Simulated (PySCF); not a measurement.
**SMILES C=CC1=CC/C1=C/C, C$_{8}$H$_{10}$**

Geometry:
```csv
atom,x (Å),y (Å),z (Å)
C1,1.319,-1.999,0.432
C2,0.006,-1.911,0.257
C3,-0.690,-0.780,-0.313
C4,-1.818,-0.704,-1.054
C5,-1.707,0.782,-1.275
C6,-0.473,0.677,-0.382
C7,0.289,1.611,0.165
C8,1.387,1.401,1.154
H9,1.778,-2.887,0.832
H10,1.984,-1.196,0.160
H11,-0.628,-2.759,0.492
H12,-2.540,-1.421,-1.400
H13,-1.506,1.083,-2.304
H14,-2.520,1.392,-0.878
H15,0.105,2.643,-0.114
H16,1.332,2.161,1.933
H17,1.314,0.420,1.614
H18,2.361,1.495,0.672
```

Computed, not measured: quadratic response PBE0/def2-SVPD first hyperpolarisability, Taylor convention, gas phase (PySCF 2.14.0). Geometry: GFN2-xTB.

Give the tensor of the second harmonic β(−2ω;ω,ω) at 1550 nm in the axes of these coordinates.

In au, Taylor convention; rows are the first index (the induced dipole):
|  | xx | yy | zz | xy | xz | yz |
| --- | --- | --- | --- | --- | --- | --- |
| x | +30.9 | -15.0 | +3.7 | +90.9 | +20.6 | +46.1 |
| y | +86.7 | +55.4 | +21.0 | -14.7 | +44.3 | -7.4 |
| z | +20.9 | -7.4 | +16.6 | +46.3 | +4.0 | +21.4 |

Norm of βᵢ = ⅓ Σⱼ (βᵢⱼⱼ + βⱼᵢⱼ + βⱼⱼᵢ): 170.0 au, hyper-Rayleigh value 79.9 au.
